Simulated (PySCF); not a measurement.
GaH3, SMILES [GaH3]. Atoms are numbered in the order given.

```xyz
4

Ga     0.0000     0.0000     0.0000
H      1.5686     0.0000     0.0000
H     -0.7843     1.3585     0.0000
H     -0.7843    -1.3585     0.0000
```
Charge 0, spin multiplicity 1.

Coordinates come from a PBE0-D3(BJ)/def2-TZVPD optimisation. The isomer is the one that the SMILES or the coordinates give; other isomers of the formula were not compared.

Level of theory: PBE/def2-TZVPD in PySCF.

Isolated molecule, no solvent.

### Question
Estimate the frontier levels, gap, dipole moment and polarisability. (Estimate from the structure and the level; the computed values follow.)

### Answer

```json
{
 "highest_occupied_level": "-7.34 eV",
 "lowest_empty_level": "-2.66 eV",
 "orbital_gap": "4.69 eV",
 "dipole_moment": "0.00 D",
 "quadrupole, principal values (traceless, Buckingham form, about the centre of nuclear charge)": "-2.60, -2.60, 5.20 D·Å",
 "mean_static_polarisability": "34.6 bohr³ (5.12 Å³)",
 "polarisability_principal_values": "26.5, 38.6, 38.6 bohr³"
}
```
